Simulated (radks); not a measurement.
The numbers below are computed, except where a source is named.
Problem. All-electron atom: Ti4+ in [Ne] 3s1.5 3p6 3d0.5 (fractional occupations, a model configuration). Level of theory: non-relativistic Kohn-Sham, MS2 meta-GGA, spin-polarised, spherical densities, point nucleus; open shells are filled with parallel spins first; meta-GGA in the generalised Kohn-Sham scheme (a radial shooting solver on a logarithmic mesh with Libxc functionals). Some entries of the table are withheld. Estimate them.

orbital  occ.  eigenvalue (eV)  <r> (bohr)
1s up       1        -4906.003     0.07010
1s down     1        -4905.779     0.07010
2s up       1        -594.1925      0.3259
2s down     1        -593.8475      0.3258
2p up       3        -502.9005      0.2906
2p down     3        -502.4842      0.2905
3s up       1        -116.7815         (1)
3s down   0.5        -114.8230         (2)
3p up       3         -91.4971       1.025
3p down     3         -89.6823       1.030
3d up     0.5              (3)       1.139
3d down     0              (4)       1.150

Solution. 
(1) 3s up <r> (bohr): 0.9772
(2) 3s down <r> (bohr): 0.9810
(3) 3d up eigenvalue (eV): -52.8161
(4) 3d down eigenvalue (eV): -51.2640
